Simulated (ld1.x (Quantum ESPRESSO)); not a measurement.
**cobalt (Co), RRKJ: configuration errors across variants**

cobalt (Co), norm-conserving RRKJ (Kleinman–Bylander form), made with ld1.x (Quantum ESPRESSO) 7.5 (revPBE, scalar-relativistic). Core [Ar], reference 3d7 4s2 4p0. Waves: 4p (bound, empty): rc 2.40 bohr; 3d (bound): rc 1.75 bohr; 4s (bound): rc 2.00 bohr. Local part: the s channel. Core correction: a·sin(br)/r model core inside 1.00 bohr.

All-electron excitation energies from the reference (eV): (1) 3d7 4s1 4p0 8.933; (2) 3d7 4s0 4p0 25.552; (3) 3d6 4s0 4p0 61.309; (4) 3d6 4s2 4p0 15.120; (5) 3d7 4s1 4p1 4.325; (6) 3d7 4s0 4p2 8.914; (7) 3d7 4s1.5 4p0 3.562.

Tests that are not counted but printed errors over 1 eV. “wave 3d (bound): rc 1.75 bohr becomes 3d (bound): rc 2.68 bohr”: all (the test run did not reproduce the reference configuration, from which every error is measured).

4 further variants failed, have other tests or another functional or relativity, and are left out.

A true bound ghost makes a file unfit for plane-wave use even where its test errors are small: the radial tests pick states by their node count and pass the ghost by. Where a test does run into it, the solver fails or the error is huge.

Errors AE − PS in meV (a dash: test not solved or not reliable):

```csv
change,(1),(2),(3),(4),(5),(6),(7),bound ghosts
base,-3.7,-30,-346,-157,-1.8,-8.5,-0.8,none
wave 3d (bound): rc 1.75 bohr becomes 3d (bound): rc 2.68 bohr,–,–,–,–,–,–,–,none
wave 4p (bound): rc 2.40 bohr becomes 4p (bound): rc 1.98 bohr,-3.7,-30,-346,-157,-1.5,-6.1,-0.8,none
"all radii but the core radius scaled by about 0.85 (s 1.70, p 2.04, d 1.48 bohr)",-3.7,-28,-430,-234,-0.8,-3.6,-0.8,none
core correction a·sin(br)/r model core inside 0.88 bohr,-3.7,-30,-346,-158,-1.8,-8.6,-0.8,none
wave 4s (bound): rc 2.00 bohr becomes 4s (bound): rc 1.80 bohr,-2.5,-25,-362,-131,-1.3,-7.0,-0.5,none
wave 3d (bound): rc 1.75 bohr becomes 3d (bound): rc 1.96 bohr,-3.6,-43,-282,+15,-2.4,-12,-0.6,none
wave 4s (bound): rc 2.00 bohr becomes 4s (bound): rc 1.62 bohr,-0.2,-14,-378,-60,-0.3,-4.0,0.0,none
```

Problem. Give the same row for: type TM; local potential all-electron potential smoothed inside 1.55 bohr (lloc = -1).

Solution. –, -37, -160, –, -2.8, -4.5, -3.1; bound ghosts: s. Not counted: 3d7 4s1 4p0 (solver errors, printed error -3.9 eV); 3d6 4s2 4p0 (solver errors, printed error -552 eV).
